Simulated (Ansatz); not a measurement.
Geometry optimisation, RKS B3LYP-D4/6-31G* (Ansatz 0.2.0).

The input (input.yaml):

```yaml
crystal:
  periodic: [false, false, false]
  atoms:
    - { symbol: Al, position_ang: [-0.609182, 0.992392, 0.194441] }
    - { symbol: F, position_ang: [-0.708409, 1.156574, -1.523219] }
    - { symbol: "N", position_ang: [0.633102, 1.922282, 1.046815] }
    - { symbol: "N", position_ang: [-1.798467, -0.040265, 1.001782] }
    - { symbol: H, position_ang: [0.485242, -0.667515, -1.623867] }
    - { symbol: C, position_ang: [0.952957, -1.533928, -1.173687] }
    - { symbol: H, position_ang: [0.801907, 1.89076, 2.043528] }
    - { symbol: H, position_ang: [1.300578, 2.52828, 0.588491] }
    - { symbol: H, position_ang: [-2.504098, -0.573914, 0.512047] }
    - { symbol: H, position_ang: [-1.880742, -0.167847, 2.002223] }
    - { symbol: H, position_ang: [0.534974, -1.719975, -0.175445] }
    - { symbol: H, position_ang: [0.757739, -2.411055, -1.801309] }
    - { symbol: H, position_ang: [2.034399, -1.375889, -1.091799] }
basis:
  gaussian: { orbitals: "6-31G*" }
hamiltonian:
  xc: b3lyp
  dispersion: d4
relax:
  f_tol: 0.03
  max_steps: 50
```

Command:

```bash
$ ansatz run input.yaml --threads 2 --pin off --max-ram 3072MiB --backend cpu --events-out ev --progress --plain --runs-dir out
```

Task: Where does it end, and by what steps?

Result: The forces met the threshold. The force dipped under the threshold on the way, but the program's further checks kept it going. After 8 steps the energy has fallen by 0.071 eV; H13 moved furthest, 0.34 Å.

| step | energy less start (eV) | largest force component (eV/Å) | accepted |
| --- | --- | --- | --- |
| 0 | 0.0000 | 1.546 | yes |
| 1 | -0.0394 | 1.093 | yes |
| 2 | -0.0600 | 0.355 | yes |
| 3 | -0.0666 | 0.156 | yes |
| 4 | -0.0696 | 0.072 | yes |
| 5 | -0.0702 | 0.016 | yes |
| 6 | -0.0704 | 0.012 | yes |
| 7 | -0.0705 | 0.087 | yes |
| 8 | -0.0708 | 0.020 | yes |

```xyz
13
Properties=species:S:1:pos:R:3
Al -0.629 1.021 0.171
F -0.819 1.268 -1.463
N 0.659 1.907 1.006
N -1.757 -0.059 1.009
H 0.552 -0.700 -1.744
C 0.932 -1.545 -1.163
H 0.866 1.847 1.994
H 1.303 2.537 0.547
H -2.512 -0.556 0.554
H -1.768 -0.233 2.005
H 0.255 -1.753 -0.329
H 0.989 -2.426 -1.810
H 1.929 -1.310 -0.777
```

Whether the end is a true minimum wasn't checked by a vibrational analysis.

Run time: 42 s on 2 threads of Arm Neoverse N1, with other jobs on the host, peak memory 0.2 GiB.
